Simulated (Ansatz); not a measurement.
rhodium atom (Rh), quartet (core potentials on Rh); B3LYP/def2-SVP (Ansatz, a program for electronic structure).

Here is a job for Ansatz.
Ansatz 0.2 input:
```yaml
crystal:
  periodic: [false, false, false]
  atoms:
    - {symbol: Rh, position_ang: [0.00000000, 0.00000000, 0.00000000]}
basis:
  gaussian:
    orbitals: def2-SVP
hamiltonian:
  xc: b3lyp
magnetization: {spin_polarized: true, initial_magnetization: 3}
```

It wrote (shortened):

```
Functional definition: B3LYP
223 factors; integrals over basis functions are off by at most 2.2e-4 eV
mean field evaluation 1: about -3005.0396 eV, gradient 1.7e1 eV
mean field evaluation 2: about -3004.1338 eV, gradient 2.3e1 eV
mean field evaluation 4: about -3006.7896 eV, gradient 9.8e-1 eV
mean field evaluation 8: about -3006.9029 eV, gradient 2.2e-1 eV
mean field evaluation 16: about -3006.9076 eV, gradient 8.2e-4 eV
mean field evaluation 32: about -3006.9076 eV, gradient 7.1e-6 eV
mean field -3006.90762232 eV, -110.5018169649 hartree, gradient 7.1e-6 eV, S^2 3.750627; 4 other end points of the search recorded, 0 dependent functions left out
reference -3006.90777831 eV, -110.5018226975 hartree; 10, 7 occupied and 21, 24 virtual orbitals, 223 factors
Total energy: -3006.90777831 eV, -110.5018226975 hartree
```
